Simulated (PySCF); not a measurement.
**Computed data sheet: (GeH3)3P, `[GeH3][P]([GeH3])[GeH3]`**

(GeH3)3P, Ge3H9P.
Structure used (PBE0-D3(BJ)/def2-SVP), in Å, numbered top down from 1:
```xyz
13
Ge3H9P angstrom
Ge     2.0204   -0.7665    0.2774
P      0.2085    0.1776   -0.8284
Ge    -0.1439    1.9364    0.6496
Ge    -1.4194   -1.2425    0.0280
H      1.7508   -0.9662    1.7831
H      2.3215   -2.1287   -0.3721
H      3.2297    0.1687    0.0954
H     -0.1801    1.4692    2.1195
H      0.9984    2.9517    0.4648
H     -1.4859    2.5997    0.2922
H     -2.7983   -0.6624   -0.3356
H     -1.3171   -1.3967    1.5598
H     -1.2507   -2.6212   -0.6356
```

From PBE0-D3(BJ)/def2-SVP geometry optimisation, gas phase (PySCF):

* Point group: C3v
* Rotational constants A, B, C: 0.959, 0.958, 0.525 GHz

B3LYP/def2-SVPD ground state and vertical TDDFT (core frozen in the response) (PySCF):

- Dipole moment: 0.50 D
- HOMO energy: -7.01 eV
- LUMO energy: -0.49 eV
- HOMO–LUMO gap: 6.52 eV
- Lowest singlet excitation: 5.65 eV (219 nm, f = 0.041)
- Strongest line among the 6 lowest singlet transitions: S2/S3 at 5.70 eV (218 nm, f = 0.085 summed over these states)
- Static isotropic polarisability: 129.6 au
- Electronic spatial extent ⟨r²⟩ about the centre of nuclear charge: 1880 bohr²

Monoisotopic mass from the formula: 261.8077 u.

The rotational constants are those of an oblate symmetric top; the small spread among constants that symmetry makes equal is optimisation noise. With B = h/(8π²I), that is 505.379 GHz u Å² over I, the principal moments of inertia are 527.0, 527.4 and 962.9 u Å² (most abundant isotopes). The largest Löwdin shares of the HOMO are 0.60 on P2, 0.09 on Ge3, 0.09 on Ge1 and 0.09 on Ge4. A dipole of 0.50 D is allowed in C3v, and pure rotational transitions are dipole-allowed. The principal polarisabilities are 108.3, 140.2 and 140.2 au; their mean is the isotropic value.

The calculation is non-relativistic and has no spin–orbit coupling, an omission that weighs most on germanium.
